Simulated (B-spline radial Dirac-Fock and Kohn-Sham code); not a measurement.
## Satellites and hypersatellites of the K lines of Tl³³⁺

System: the Tl³³⁺ ion in the configuration 1s2 2s2 2p6 3s2 3p6 3d10 4s2 4p6 4d10 4f2.

Level of theory: ΔSCF Dirac-Fock with Breit, self-energy and vacuum polarisation, finite nucleus, configuration average; a radial finite-basis atomic code. Each two-hole energy is an average over J within one jj subconfiguration, not an observable level; in light atoms, where LS coupling holds, the j-resolved values are not observed lines, and for a K spectator the Kα1 hypersatellite is nearly forbidden. Correlation energy is missing from these numbers.

Lines without a spectator: Kα2 (K-L2) 70822.5 eV, Kα1 (K-L3) 72863.2 eV, Kβ3 (K-M2) 82107.2 eV, Kβ1 (K-M3) 82571.0 eV. Shifts in eV with one spectator hole (a dash: not computed, or left out as unreliable):

```csv
spectator hole,Kα2,Kα1,Kβ3,Kβ1
K (1s),+1129.4,+1234.1,+1469.4,+1494.7
L2 (2p1/2),+149.5,+206.9,–,+381.9
L3 (2p3/2),+102.1,+116.3,+269.5,–
M2 (3p1/2),–,+34.2,+64.7,+77.2
M3 (3p3/2),+16.56,–,+51.9,+53.7
M4 (3d3/2),+5.35,+2.10,–,–
M5 (3d5/2),-0.60,+4.15,–,–
```
